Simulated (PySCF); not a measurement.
## Adding and removing an electron: MgGe

PBE0; PySCF, no relativity, basis sets Mg aug-pcseg-1, Ge aug-pcseg-1. Neutral (UKS): triplet (π ↑↑), Re = 2.624 Å, ωe = 243 cm⁻¹, De = 1.03 eV, HOMO -5.05 eV, LUMO -2.75 eV.

MgGe⁺ (UKS): doublet (π ↑), Re = 2.792 Å, ωe = 219 cm⁻¹, De = 1.79 eV to Mg⁺ + Ge. The energies at the minima are -2276.40973 hartree for MgGe and -2276.16117 for MgGe⁺.

(1) Work out the adiabatic ionisation energy, without and with harmonic zero-point energies (1 hartree = 27.2114 eV, 1 eV = 8065.5 cm⁻¹), and the change of the bond length.

Spin–orbit coupling is left out. For an ion De counts to the pair picked by the measured ionisation energies or electron affinities, which need not be the lowest pair at this level. States were picked by a PBE0 search and need not be the measured ground states.

## Answers

(1) At PBE0: 0.24856 hartree = 6.764 eV between the minima; the zero-point term (219.0 − 243.0)/2 cm⁻¹ = -0.001 eV makes it 6.762 eV. Re changes by +16.8 pm against the neutral. The electron leaves a π orbital; in so polar a molecule the change of length follows mostly from the change of the ionic charges.
